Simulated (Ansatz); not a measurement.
**One arrangement of a pair**

The pair of H₂ (SMILES [H][H], atoms 1–2) and H₂Te (SMILES [TeH2], atoms 3–5), both closed shells, in one local arrangement (a lower one may exist), relaxed at PBE0-D4/def2-TZVP:

H1  (0.084, -0.380, -2.592)
H2  (-0.121, -0.184, -1.900)
Te3  (-0.677, 0.549, 1.486)
H4  (0.899, 1.040, 1.362)
H5  (-0.185, -1.024, 1.645)
(Å)

Computed with Ansatz 0.2.0 (basis: def2-TZVPPD, with def2-QZVPPD for the basis limit); correlated methods freeze the cores. Filled d shells of the heavier atoms are correlated. Core potentials replace the inner electrons of the atoms past krypton. The def2 sets are not built for correlating such inner shells, so the correlated values are less sure here. B3LYP uses VWN-RPA correlation. Extrapolation: Hartree–Fock as exp(−7.88 √X), correlation as X^−2.97. Interaction energies count from these two fragments, frozen as in the pair, with the counterpoise correction; negative means bound.

(1) What is the interaction energy by CCSD(T) at an estimated basis limit (MP2 extrapolated from triple and quadruple zeta, plus CCSD(T) − MP2 in triple zeta)? (Judge from chemistry; the value comes from the calculation.)

(2) Which atoms make the shortest contact between the fragments?

The T1 diagnostic stays at or below 0.011.

Answers

(1) By the calculation: -0.27 kcal/mol. Hartree–Fock alone gives 0.39 kcal/mol at the basis limit, so without correlation the pair would not bind at this distance. It counts from the two fragments frozen as in the pair.

The same quantity by other methods in triple zeta, and each one's difference from that estimate:
```
   method  E_int (kcal/mol)  difference
   PBE-D4             -0.64       -0.38
revPBE-D4             -0.41       -0.14
  BLYP-D4             -0.24        0.03
r2SCAN-D4             -0.12        0.15
   B97M-V             -0.41       -0.15
  PBE0-D4             -0.53       -0.26
 B3LYP-D4             -0.32       -0.05
 HSE06-D4             -0.55       -0.28
  wB97X-V             -0.32       -0.06
  wB97M-V             -0.28       -0.02
   B2PLYP              0.02        0.28
       HF              0.39        0.65
      MP2             -0.19        0.07
     CCSD             -0.10        0.17
  CCSD(T)             -0.17        0.10
```
Differences are method less estimate.

(2) H2 and Te3, 3.51 Å apart.

Basis-set superposition shift (counterpoise-corrected less uncorrected): CCSD(T) 0.26; MP2 0.26; HF 0.02; PBE0-D4 0.02; wB97M-V 0.04 kcal/mol.

For scale, one of the runs: CCSD(T)/def2-TZVPPD, 127 basis functions, launched by `ansatz run in.yaml --threads 2 --pin off --events-out ev --progress --plain --max-ram 5222MiB`. Time: 9.5 s of wall clock on 2 CPU threads of an Arm Neoverse V2; the host was shared. Peak host memory: 0.66 GiB.
